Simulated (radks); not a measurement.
Results of a calculation; reference values are marked as such.
Ar XVI, configuration [He] 2s1 (the NIST ground configuration).

Code: a radial shooting solver on a logarithmic mesh with Libxc functionals. Model: scalar-relativistic Kohn-Sham, PBE, spin-polarised, spherical densities, finite nucleus; open shells are filled with parallel spins first; Fermi nuclear charge, rms radius 3.4274 fm.

Energy parts (eV):
total: -9465.331
kinetic: 9542.184
electron-nucleus: -19494.727
Hartree: 829.521
exchange-correlation: -342.309

Orbitals (lengths in bohr, moments of r in powers of bohr; <r^-3> diverges for s and p1/2; r(max) is where P^2 peaks; r(90%) holds 90 % of the orbital's charge):
orbital  occ.  eigenvalue (eV)  <r^-3>  r(90%)   r(max)     <r^2>
1s up       1        -3920.584       -   0.151  0.05587  0.009679
1s down     1        -3915.871       -   0.151  0.05589  0.009671
2s up       1        -893.6769       -   0.543   0.3076    0.1480
2p up       0        -858.7662   190.3   0.491   0.2448    0.1129
3s up       0        -378.1852       -    1.18   0.7880    0.7631

The highest occupied level is 2s up at -893.68 eV. Summed over all electrons, <r^2> = 0.1674 bohr^2, which gives a Langevin (diamagnetic) susceptibility term of -0.133 x 10^-6 cm^3/mol. The electron density at the nucleus is 4269 e/bohr^3 (large components only). The spin density at the nucleus is 226.7 e/bohr^3 (1s 1.0, 2s 225.7). For comparison, the ionisation energy in NIST's Atomic Spectra Database is 918.38 eV (theoretical). In exact Kohn-Sham theory the highest level is minus the ionisation energy, but local and semilocal functionals leave it too shallow, through self-interaction and a potential that decays too fast; potentials with the right tail come closer.
